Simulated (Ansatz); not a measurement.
A nudged elastic band was laid between two geometries of C3H13BSi2 (19 atoms, charge 0, multiplicity 1).

Level of theory: RKS B3LYP-D4/6-31G* in Ansatz 0.2.0.

```json
{
  "movable images": "7",
  "climbing image": "yes",
  "spring": "5.0 eV/Å²",
  "optimiser": "quadratic models (default)",
  "start path": "through a guess of the saddle point",
  "force threshold": "0.5 eV/Å",
  "iteration limit": "60",
  "end points": "relaxed"
}
```

First end point:

```xyz
19
Properties=species:S:1:pos:R:3
B -2.258 -0.628 0.396
C -0.870 -0.972 -0.166
C 0.088 -1.808 0.706
Si -0.143 0.812 -0.414
C 0.326 1.604 1.240
Si 1.734 0.625 -1.815
H -2.424 -0.522 1.580
H -3.174 -0.381 -0.336
H -0.920 -1.363 -1.192
H -0.246 -2.851 0.752
H 0.115 -1.432 1.734
H 1.117 -1.817 0.326
H -1.144 1.678 -1.104
H 1.070 0.998 1.770
H -0.548 1.712 1.892
H 0.756 2.599 1.082
H 2.774 -0.249 -1.201
H 1.354 0.031 -3.128
H 2.351 1.958 -2.065
```

Last end point:

```xyz
19
Properties=species:S:1:pos:R:3
B -2.217 -0.614 0.546
C -0.902 -0.961 -0.170
C 0.104 -1.867 0.566
Si -0.155 0.808 -0.442
C 0.227 1.676 1.198
Si 1.801 0.593 -1.728
H -2.277 -0.617 1.744
H -3.175 -0.249 -0.072
H -1.070 -1.300 -1.203
H -0.295 -2.883 0.671
H 0.305 -1.496 1.577
H 1.065 -1.950 0.044
H -1.120 1.635 -1.224
H 0.906 1.074 1.812
H -0.684 1.853 1.780
H 0.708 2.644 1.019
H 2.836 -0.215 -1.023
H 1.511 -0.069 -3.031
H 2.389 1.935 -2.008
```

Q: What changes between the two ends?

A: No bond is made or broken.

Q: What energy profile does the band end with?

A: The forces met the threshold. The highest image is number 4 of 0 to 8, 0.011 eV above the first end and 0.008 eV above the last; the last end lies 0.002 eV above the first. The threshold of 0.5 eV/Å is loose, so the images may lie well off the minimum-energy path. The order of the stationary point at the top wasn't checked.

```
image  path coordinate (Å)  energy (eV)
    0                 0.00        0.000
    1                 0.10        0.000
    2                 0.20        0.002
    3                 0.30        0.003
    4                 0.40        0.011
    5                 0.63        0.002
    6                 0.86        0.002
    7                 1.09        0.002
    8                 1.32        0.002
```

Q: What is the geometry of the highest image?

A: 
```xyz
19
Properties=species:S:1:pos:R:3:forces:R:3
B -2.247 -0.620 0.420 0.03 0.00 0.09
C -0.875 -0.977 -0.171 0.01 0.07 -0.11
C 0.091 -1.829 0.673 -0.09 -0.13 0.08
Si -0.152 0.809 -0.417 0.01 0.05 -0.04
C 0.301 1.621 1.230 0.03 -0.03 -0.01
Si 1.751 0.629 -1.784 0.01 0.00 -0.01
H -2.352 -0.415 1.599 -0.02 -0.05 0.02
H -3.209 -0.450 -0.268 0.00 0.04 -0.07
H -0.937 -1.364 -1.197 -0.04 -0.02 -0.02
H -0.278 -2.864 0.717 0.13 0.06 -0.03
H 0.139 -1.474 1.708 0.04 0.06 0.00
H 1.113 -1.854 0.269 -0.07 -0.02 0.04
H -1.148 1.665 -1.127 0.00 -0.01 0.00
H 1.030 1.009 1.772 -0.02 -0.01 0.04
H -0.582 1.750 1.864 0.02 0.01 0.03
H 0.756 2.604 1.066 -0.03 0.01 -0.01
H 2.788 -0.228 -1.140 0.01 0.02 0.00
H 1.412 0.022 -3.097 -0.04 -0.07 -0.06
H 2.357 1.961 -2.060 0.01 0.03 0.06
```

The run took 3.2 min on 2 threads of AMD EPYC 9R45 96-Core Processor (Zen 5) (shared host), peak memory 0.36 GiB.
